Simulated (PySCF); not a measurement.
# `C[Se]C(F)=C=C=C=CF`, C6H4F2Se

Molfile (atoms numbered from 1):
```
C6H4F2Se
     RDKit          3D

 13 12  0  0  0  0  0  0  0  0999 V2000
   -2.3413    0.4685    0.4839 C   0  0  0  0  0  0  0  0  0  0  0  0
   -2.6951    0.3507   -1.4148 Se  0  0  0  0  0  2  0  0  0  0  0  0
   -0.9243   -0.0168   -1.9606 C   0  0  0  0  0  0  0  0  0  0  0  0
   -0.8566   -0.1495   -3.2820 F   0  0  0  0  0  0  0  0  0  0  0  0
    0.1335   -0.1354   -1.1803 C   0  0  0  0  0  0  0  0  0  0  0  0
    1.1097   -0.2334   -0.3597 C   0  0  0  0  0  0  0  0  0  0  0  0
    2.0946   -0.3322    0.4563 C   0  0  0  0  0  0  0  0  0  0  0  0
    3.0960   -0.4926    1.2944 C   0  0  0  0  0  0  0  0  0  0  0  0
    3.8803    0.5040    1.6918 F   0  0  0  0  0  0  0  0  0  0  0  0
   -1.9752   -0.4950    0.8609 H   0  0  0  0  0  0  0  0  0  0  0  0
   -3.2980    0.7192    0.9613 H   0  0  0  0  0  0  0  0  0  0  0  0
   -1.6068    1.2598    0.6815 H   0  0  0  0  0  0  0  0  0  0  0  0
    3.3816   -1.4512    1.7439 H   0  0  0  0  0  0  0  0  0  0  0  0
  1  2  1  0
  2  3  1  0
  3  4  1  0
  3  5  2  0
  5  6  2  0
  6  7  2  0
  7  8  2  0
  8  9  1  0
  1 10  1  0
  1 11  1  0
  1 12  1  0
  8 13  1  0
M  END
```

Computed with quadratic response CAM-B3LYP/aug-cc-pVDZ first hyperpolarisability, Taylor convention, gas phase in PySCF 2.14.0. Geometry: PBE0-D3(BJ)/def2-SVP.

The calculation is non-relativistic, which matters for the atoms heavier than Zn.

Give the tensor of the second harmonic β(−2ω;ω,ω) at 1907 nm in the axes of these coordinates.

In au, Taylor convention; rows are the first index (the induced dipole):
```tsv
	xx	yy	zz	xy	xz	yz
x	-458.9	+78.7	+21.2	+181.1	-47.3	+45.8
y	+178.3	-21.5	+20.8	+76.1	+44.7	+44.9
z	-49.8	+46.1	-27.0	+46.8	+22.1	+21.8
```
Norm of βᵢ = ⅓ Σⱼ (βᵢⱼⱼ + βⱼᵢⱼ + βⱼⱼᵢ): 403.8 au, hyper-Rayleigh value 215.0 au.
